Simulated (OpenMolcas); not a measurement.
**Nd III: CASPT2 settings compared**

| Property | Result |
| --- | --- |
| Program | OpenMolcas 26.06 |
| Basis | ANO-R1 [7s5p3d2f] |
| Scalar Hamiltonian | X2C, finite nucleus |
| Active space | 4 electrons in 7 orbitals (4f) |
| State averaging | 2S+1 = 5 even, 35 roots (30 in the spin-orbit step); 2S+1 = 3 even, 60 roots kept (CI in the orbitals of an earlier block); 2S+1 = 1 even, 17 roots kept (CI in the orbitals of an earlier block, 0 in the spin-orbit step) |
| Spin-orbit coupling | RASSI with atomic mean-field integrals over the reference wave functions, term energies averaged over their components |

Methods on the same reference wave functions:
A. CASSCF
B. SS-CASPT2, IPEA 0.2 Eh, imaginary shift 0.2 Eh (closed shells correlated: 4d 5s 5p)
C. XMS-CASPT2, IPEA 0.35 Eh, sigma1 regulariser 0.25 Eh (closed shells correlated: 5s 5p)

Energies in cm⁻¹ above 4f⁴ ⁵I₄, the measured ground level; measured values from Ding et al., The Spectrum and Energy Levels of the Low-lying Configurations of Nd III (preprint, 2023).

```
  Level      A      B      C  Measured
4f⁴ ⁵I₄    0.0    0.0    0.0       0.0
4f⁴ ⁵I₅   1191   1223   1199      1138
4f⁴ ⁵I₆   2530   2580   2540      2388
4f⁴ ⁵I₇   3968   4030   3990      3715
4f⁴ ⁵I₈   5461   5510   5480      5093
4f⁴ ⁵F₁  14423  11270  13020          
4f⁴ ⁵F₂  14974  11830  13570     10774
4f⁴ ⁵F₃  15741  12630  14330     11425
4f⁴ ⁵S₂  16125  12680  14630          
4f⁴ ⁵F₄  16595  13490  15190     12181
4f⁴ ³K₆  17341  16220  17460     14064
4f⁴ ⁵F₅  17453  14320  16050     13210
4f⁴ ³K₇  18477  17410  18620     15154
```

Deviations, from unrounded energies. A percentage is the sum of absolute deviations over the sum of measured energies, with the sign that they share, or ± where signs differ.

```json
{"Against measurement": "mean absolute deviation (cm-1)", "Levels": "10", "A": "2500", "B": "1000", "C": "1900"}
{"Against measurement": "fine structure of the ground term (%)", "Levels": "4", "A": "+6.6", "B": "+8.2", "C": "+7.1"}
{"Against measurement": "other terms of the ground configuration (%)", "Levels": "6", "A": "+30.9", "B": "+11.9", "C": "+24.0"}
```

B lies closest to measurement on these levels and A furthest from it. The largest miss of B in the table is 4f⁴ ³K₇, by +2300 cm-1. The ranking rests on the paired levels alone, and a cruder setting can come out closer through cancelling errors.

Between B and C the level of the table that moves most is 4f⁴ ⁵S₂, by 1900 cm-1 (lowest in B, highest in C). Moves below CASPT2's spread within the term are not significant.

The mean deviations of B to C differ by less than CASPT2's widest spread within a term (1500 cm-1), so their order carries little weight.

From A to B the spin-free energies of the other terms of 4f⁴ shown, above ⁵I, scale by factors of 0.74 to 0.92, as is usual when dynamic correlation screens the repulsion within a d or f shell.

The lowest spin-free term lies below A's lowest term by 0.413 hartree in B, 0.189 hartree in C.

CASPT2 does not keep the components of a term degenerate, so their means are used; among the terms shown or strongly mixed into the levels shown the widest spread is 1500 cm-1 (4f⁴ ⁵I, C). High states are left out of the spin-orbit mixing, which shifts the levels that they would mix with. Terms from blocks run as CI alone lack orbitals of their own. Without dynamic correlation excited terms often stand tens of per cent too high (terms of higher spin than the ground term too low), and those without a measured partner can miss by more than the paired ones (holds for A). The CASPT2 spread within a term exceeds the gap to the next term for 4f⁴ ⁵S and 4f⁴ ⁵F, so the order of their levels is uncertain, and so are names and mixing where such terms share a J (holds for B; C). Some terms miss by over 15 % even with CASPT2, which points to a basis or an active space too small for the shells correlated (holds for B; C). Computed and measured levels are paired by configuration, term and J; levels that our copy of the source lacks, or whose pairing is in doubt (as where it misses far off the trend of its configuration), stay unpaired and out of the deviations. Levels of configurations outside the active space are missing. Levels that lie high or do not pair safely by name in every column are left out.
